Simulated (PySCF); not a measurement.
# Correlation energy of He (helium, neutral)

1s1 2p1, high-spin 3P determinant (an excited configuration). Calculation: PySCF 2.14, in dyall-acv3z (10s3p2d, 29 functions); scalar relativity by spin-free X2C-1e. Frozen: nothing; 2 electrons correlated; the 4 highest virtual orbitals of each spin left out.

With two correlated electrons CCSD is exact within the correlated space (frozen core and kept virtual orbitals).

| level | correlation energy (mhartree) |
| --- | --- |
| CCSD | -4.10 |

Diagnostics: T1 = 0.0012, D1 = 0.0023, largest double amplitude 0.020.

The outer electron is Rydberg-like, and this basis confines it to a smaller radius and binds it less than a complete one would.

Cost of the coupled-cluster step: about 0.08 core-seconds, for 2 correlated electrons.
